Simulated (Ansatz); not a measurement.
Ansatz (a program for electronic structure) input:

Ansatz 0.2 input:
```yaml
crystal:
  periodic: [false, false, false]
  atoms:
    - {symbol: Pb, position_ang: [-0.00299730, -0.01351569, 1.01492279]}
    - {symbol: I, position_ang: [1.12026332, -1.87604752, -0.80694989]}
    - {symbol: I, position_ang: [-1.11562599, 1.89695858, -0.76330802]}
basis:
  gaussian:
    orbitals: def2-SVPD
magnetization: {spin_polarized: false}
correlation: {method: ccsd_t, electrons: outside_noble_gas}
output: {forces: true}
```

Question: Which total energy does the run end on?

Answer: -785.56027 Eh (CCSD(T)/def2-SVPD). The basis has 102 functions. The run takes very roughly 24 core-seconds.
